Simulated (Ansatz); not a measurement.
Harmonic vibrations of CCl3F3Sn, SMILES `F[C](F)(F)[Sn]([Cl])([Cl])[Cl]` by finite differences.

```yaml
crystal:
  periodic: [false, false, false]
  atoms:
    - {symbol: F, position_ang: [-1.221912, -1.655134, 0.409954]}
    - {symbol: C, position_ang: [-0.676255, -0.524279, 0.855565]}
    - {symbol: F, position_ang: [-1.659556, 0.293943, 1.228270]}
    - {symbol: F, position_ang: [0.056641, -0.811216, 1.930824]}
    - {symbol: Sn, position_ang: [0.569934, 0.413028, -0.709023]}
    - {symbol: Cl, position_ang: [-0.727230, 0.934701, -2.527801]}
    - {symbol: Cl, position_ang: [1.525657, 2.330737, 0.110759]}
    - {symbol: Cl, position_ang: [2.224819, -1.038779, -1.354449]}
basis:
  gaussian: {orbitals: def2-TZVP}
hamiltonian: {xc: pbe0, dispersion: d4}
phonons: {temperatures: {t_min: 298.15, t_max: 900, t_step: 200}}
```

```sh
$ ansatz run in.yaml --threads 2 --pin off --events-out ev --progress --plain --max-ram 31744MiB --backend cuda --devices 0, --max-vram 18GiB
```

It prints (some lines left out):

```
Functional definition: PBE0
mean field -52574.93419196 eV, -1932.0931949841 hartree, gradient 7.0e-5 eV, S^2 0.000000; 0 other end points of the search recorded, 0 dependent functions left out
mean field -52574.93413568 eV, -1932.0931929160 hartree, gradient 1.2e-6 eV, S^2 0.000000; 0 other end points of the search recorded, 0 dependent functions left out
mean field -52574.93417273 eV, -1932.0931942777 hartree, gradient 1.2e-6 eV, S^2 0.000000; 0 other end points of the search recorded, 0 dependent functions left out
mean field -52574.93408246 eV, -1932.0931909602 hartree, gradient 1.2e-6 eV, S^2 0.000000; 0 other end points of the search recorded, 0 dependent functions left out
mean field -52574.93411433 eV, -1932.0931921315 hartree, gradient 1.2e-6 eV, S^2 0.000000; 0 other end points of the search recorded, 0 dependent functions left out
mean field -52574.93417040 eV, -1932.0931941917 hartree, gradient 1.2e-6 eV, S^2 0.000000; 0 other end points of the search recorded, 0 dependent functions left out
mean field -52574.93414976 eV, -1932.0931934334 hartree, gradient 1.2e-6 eV, S^2 0.000000; 0 other end points of the search recorded, 0 dependent functions left out
mean field -52574.93404590 eV, -1932.0931896167 hartree, gradient 1.2e-6 eV, S^2 0.000000; 0 other end points of the search recorded, 0 dependent functions left out
mean field -52574.93405590 eV, -1932.0931899840 hartree, gradient 1.2e-6 eV, S^2 0.000000; 0 other end points of the search recorded, 0 dependent functions left out
mean field -52574.93404074 eV, -1932.0931894270 hartree, gradient 1.2e-6 eV, S^2 0.000000; 0 other end points of the search recorded, 0 dependent functions left out
mean field -52574.93406057 eV, -1932.0931901557 hartree, gradient 1.2e-6 eV, S^2 0.000000; 0 other end points of the search recorded, 0 dependent functions left out
mean field -52574.93407418 eV, -1932.0931906560 hartree, gradient 1.2e-6 eV, S^2 0.000000; 0 other end points of the search recorded, 0 dependent functions left out
mean field -52574.93402836 eV, -1932.0931889719 hartree, gradient 1.2e-6 eV, S^2 0.000000; 0 other end points of the search recorded, 0 dependent functions left out
mean field -52574.93409954 eV, -1932.0931915878 hartree, gradient 1.2e-6 eV, S^2 0.000000; 0 other end points of the search recorded, 0 dependent functions left out
mean field -52574.93413434 eV, -1932.0931928667 hartree, gradient 1.2e-6 eV, S^2 0.000000; 0 other end points of the search recorded, 0 dependent functions left out
mean field -52574.93412545 eV, -1932.0931925400 hartree, gradient 1.2e-6 eV, S^2 0.000000; 0 other end points of the search recorded, 0 dependent functions left out
mean field -52574.93413763 eV, -1932.0931929875 hartree, gradient 1.2e-6 eV, S^2 0.000000; 0 other end points of the search recorded, 0 dependent functions left out
mean field -52574.93418080 eV, -1932.0931945740 hartree, gradient 1.2e-6 eV, S^2 0.000000; 0 other end points of the search recorded, 0 dependent functions left out
mean field -52574.93414773 eV, -1932.0931933586 hartree, gradient 1.2e-6 eV, S^2 0.000000; 0 other end points of the search recorded, 0 dependent functions left out
mean field -52574.93412589 eV, -1932.0931925563 hartree, gradient 1.2e-6 eV, S^2 0.000000; 0 other end points of the search recorded, 0 dependent functions left out
mean field -52574.93415369 eV, -1932.0931935778 hartree, gradient 1.2e-6 eV, S^2 0.000000; 0 other end points of the search recorded, 0 dependent functions left out
mean field -52574.93415427 eV, -1932.0931935991 hartree, gradient 1.2e-6 eV, S^2 0.000000; 0 other end points of the search recorded, 0 dependent functions left out
mean field -52574.93417614 eV, -1932.0931944027 hartree, gradient 1.2e-6 eV, S^2 0.000000; 0 other end points of the search recorded, 0 dependent functions left out
mean field -52574.93412737 eV, -1932.0931926107 hartree, gradient 1.2e-6 eV, S^2 0.000000; 0 other end points of the search recorded, 0 dependent functions left out
mean field -52574.93408825 eV, -1932.0931911730 hartree, gradient 1.2e-6 eV, S^2 0.000000; 0 other end points of the search recorded, 0 dependent functions left out
mean field -52574.93411545 eV, -1932.0931921726 hartree, gradient 1.2e-6 eV, S^2 0.000000; 0 other end points of the search recorded, 0 dependent functions left out
mean field -52574.93413372 eV, -1932.0931928438 hartree, gradient 1.2e-6 eV, S^2 0.000000; 0 other end points of the search recorded, 0 dependent functions left out
mean field -52574.93411780 eV, -1932.0931922587 hartree, gradient 1.2e-6 eV, S^2 0.000000; 0 other end points of the search recorded, 0 dependent functions left out
mean field -52574.93412965 eV, -1932.0931926943 hartree, gradient 1.2e-6 eV, S^2 0.000000; 0 other end points of the search recorded, 0 dependent functions left out
mean field -52574.93413939 eV, -1932.0931930523 hartree, gradient 1.2e-6 eV, S^2 0.000000; 0 other end points of the search recorded, 0 dependent functions left out
mean field -52574.93411179 eV, -1932.0931920381 hartree, gradient 1.2e-6 eV, S^2 0.000000; 0 other end points of the search recorded, 0 dependent functions left out
mean field -52574.93414106 eV, -1932.0931931138 hartree, gradient 1.2e-6 eV, S^2 0.000000; 0 other end points of the search recorded, 0 dependent functions left out
mean field -52574.93420893 eV, -1932.0931956077 hartree, gradient 1.2e-6 eV, S^2 0.000000; 0 other end points of the search recorded, 0 dependent functions left out
mean field -52574.93420838 eV, -1932.0931955877 hartree, gradient 1.2e-6 eV, S^2 0.000000; 0 other end points of the search recorded, 0 dependent functions left out
mean field -52574.93416601 eV, -1932.0931940306 hartree, gradient 1.2e-6 eV, S^2 0.000000; 0 other end points of the search recorded, 0 dependent functions left out
mean field -52574.93409330 eV, -1932.0931913584 hartree, gradient 1.2e-6 eV, S^2 0.000000; 0 other end points of the search recorded, 0 dependent functions left out
mean field -52574.93422688 eV, -1932.0931962673 hartree, gradient 1.2e-6 eV, S^2 0.000000; 0 other end points of the search recorded, 0 dependent functions left out
mean field -52574.93421987 eV, -1932.0931960100 hartree, gradient 1.2e-6 eV, S^2 0.000000; 0 other end points of the search recorded, 0 dependent functions left out
mean field -52574.93414305 eV, -1932.0931931869 hartree, gradient 1.2e-6 eV, S^2 0.000000; 0 other end points of the search recorded, 0 dependent functions left out
mean field -52574.93422303 eV, -1932.0931961261 hartree, gradient 1.2e-6 eV, S^2 0.000000; 0 other end points of the search recorded, 0 dependent functions left out
mean field -52574.93409067 eV, -1932.0931912620 hartree, gradient 1.2e-6 eV, S^2 0.000000; 0 other end points of the search recorded, 0 dependent functions left out
mean field -52574.93419759 eV, -1932.0931951911 hartree, gradient 1.2e-6 eV, S^2 0.000000; 0 other end points of the search recorded, 0 dependent functions left out
mean field -52574.93417036 eV, -1932.0931941904 hartree, gradient 1.2e-6 eV, S^2 0.000000; 0 other end points of the search recorded, 0 dependent functions left out
mean field -52574.93422467 eV, -1932.0931961864 hartree, gradient 1.2e-6 eV, S^2 0.000000; 0 other end points of the search recorded, 0 dependent functions left out
mean field -52574.93410568 eV, -1932.0931918136 hartree, gradient 1.2e-6 eV, S^2 0.000000; 0 other end points of the search recorded, 0 dependent functions left out
mean field -52574.93413262 eV, -1932.0931928034 hartree, gradient 1.2e-6 eV, S^2 0.000000; 0 other end points of the search recorded, 0 dependent functions left out
mean field -52574.93420970 eV, -1932.0931956363 hartree, gradient 1.2e-6 eV, S^2 0.000000; 0 other end points of the search recorded, 0 dependent functions left out
mean field -52574.93415600 eV, -1932.0931936626 hartree, gradient 1.2e-6 eV, S^2 0.000000; 0 other end points of the search recorded, 0 dependent functions left out
mean field -52574.93421589 eV, -1932.0931958637 hartree, gradient 1.2e-6 eV, S^2 0.000000; 0 other end points of the search recorded, 0 dependent functions left out
Total energy: -52575.21250280 eV, -1932.1034227190 hartree
Atom 0 at    -1.221912    -1.655134     0.409954 Å, force    -0.002836    -0.002027    -0.000381 eV/Å
Atom 1 at    -0.676255    -0.524279     0.855565 Å, force     0.004127     0.000595     0.001499 eV/Å
Atom 2 at    -1.659556     0.293943     1.228270 Å, force    -0.001845    -0.000372     0.001237 eV/Å
Atom 3 at     0.056641    -0.811216     1.930824 Å, force    -0.002401    -0.001091     0.001606 eV/Å
Atom 4 at     0.569934     0.413028    -0.709023 Å, force     0.002376     0.002190    -0.002092 eV/Å
Atom 5 at    -0.727230     0.934701    -2.527801 Å, force     0.000828    -0.000295     0.000392 eV/Å
Atom 6 at     1.525657     2.330737     0.110759 Å, force     0.000245    -0.000652    -0.002006 eV/Å
Atom 7 at     2.224819    -1.038779    -1.354449 Å, force    -0.000495     0.001653    -0.000255 eV/Å
Dipole moment:    -0.035753    -0.026693     0.043135 e Å
Vibrations: 13.93 61.71 61.76 107.76 107.79 115.42 221.67 221.68 252.05 377.68 400.01 400.05 525.24 525.28 741.32 1139.82 1178.88 1179.41 cm⁻¹, zero-point energy 0.473088 eV
```

Run time 75 s (2 threads of an AMD EPYC 7R13 on a shared host and a share of an NVIDIA H100 80 GB); peak host memory 1 GiB.
